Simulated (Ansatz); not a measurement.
Basis-set extrapolation for CH₁₀N₂Si₂ (`N[SiH2]C[SiH2]N`) (PBE0-D4/def2-TZVP geometry, frozen core, the Gaussian-basis code of Ansatz). Multiplicity 1, RHF reference.

```tsv
	def2-TZVPP	def2-QZVPP
HF	-730.617565	-730.643577
MP2 correlation	-0.863624	-0.924673
CCSD(T) correlation	-0.956898	not run
```

Energies in hartree. Use E(X) = E(∞) + A·exp(−7.88·√X) for Hartree–Fock and E(X) = E(∞) + B·X^(−2.97) for correlation, with X = 3 and 4, and add CCSD(T) minus MP2 of the smaller set to the MP2 limit.

What is the CCSD(T) energy at the basis-set limit?

HF limit: -730.643577 + (-0.026012) × 0.13774 = -730.64716. MP2 limit: -0.924673 + (-0.061049) × 0.74074 = -0.96989. Higher-order term: -0.956898 − (-0.863624) = -0.09327. Total: -731.71032 hartree, 356.7 kJ/mol below CCSD(T)/def2-TZVPP.
